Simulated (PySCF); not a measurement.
NMR data simulated for an unnamed compound:

¹H NMR (300 MHz, computed): δ 8.03 (s, 1H), 6.05 (m, 1H), 5.00 (m, 2H), 2.79 (m, 2H), 2.05 (m, 2H), 1.19 (s, 3H).

¹³C{¹H} NMR (computed): δ 163.4 (CH), 60.1 (CH), 41.0 (CH2), 24.2 (CH3), 18.4 (C).

Method: NMR shieldings at PBE0/pcSseg-1/GIAO, structure optimised with GFN2-xTB, in PySCF 2.14.0 with density-fitted response routines (equivalent nuclei averaged, no solvent, relativity neglected, one conformer).

Shifts are taken against calculated references (same method and geometry level): ¹H (31.72 ppm) and ¹³C (186.93 ppm) against TMS.

Which of these does the molecule contain: an ester, a Si–H bond, an NH or NH2 group, an S-methyl group, a tert-butyl group?

## Answers


- An ester: yes (δC 163.4; δH 8.03 (s)).
- A Si–H bond: yes (δH 5.00 (m)).
- An NH or NH2 group: no.
- An S-methyl group: no.
- A tert-butyl group: no.

The data belong to SMILES C[C@]1([SiH2]F)C[C@H](OC=O)C1, C$_{6}$H$_{11}$FO$_{2}$Si; they needn't prove each group on their own.

Carbon signals by region: 1 in the far downfield region (above 160 ppm), 1 at 50–100 ppm, 3 below 50 ppm. Above 160 ppm: 163.4, ester carbonyl carbon.

Splittings by ¹⁹F in the carbon and heteronuclear signals aren't shown, as no couplings were computed. Shifts are as computed. Against solution values, carbons near 30 ppm lie about +3 ppm off and those near 130 ppm about +5 ppm. Of 1211 compounds with measured shifts, 218 miss one by over three times the rms of a fit or turn the order of signals round; such compounds aren't used in these exercises. No couplings were computed; multiplicities are counted from neighbouring protons, with m where these are inequivalent, close in shift, in a saturated or five-membered ring or joined by F or P, and br s for small geminal =CH2 splittings.
